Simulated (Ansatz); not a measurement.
ReO3Cl (ReClO₃), relaxed as a singlet with RKS PBE-D4/def2-SVP in Ansatz, starting from the GFN2-xTB geometry. Force threshold 0.02 eV/Å.

In the def2 sets Re takes a core potential; there is no spin–orbit coupling.

Start:

```xyz
5

Re    0.060   -0.019   -0.105
O    -0.992    0.300   -1.353
O     1.360    1.018   -0.132
O     0.554   -1.606   -0.123
Cl   -0.981    0.307    1.713
```

(1) Estimate the energy that the relaxation releases and the steps that it takes.

(2) Does the start keep its bonding and symmetry?

(3) Predict the relaxed structure.

Answers

(1) 0.56 eV, in 5 steps; 5 s on 4 threads of Intel Xeon Platinum 8259CL on a shared host. No frequencies were taken in this run, so the end may be a saddle point.

(2) By distances, no bond broke or formed. The bond that changes most is Re1–Cl5, from 2.12 to 2.26 Å (atoms count from 1). Point group C3v at the start, C3v at the end, both within 0.05 Å.

(3) 
Cartesian coordinates in Å:
```
Re 0.0459 -0.0144 -0.0802
O -0.9779 0.2956 -1.4210
O 1.4079 1.0231 -0.1838
O 0.5901 -1.6383 -0.1746
Cl -1.0660 0.3340 1.8596
```
Bond lengths: 3 × O–Re 1.72 Å; 1 × Cl–Re 2.26 Å.
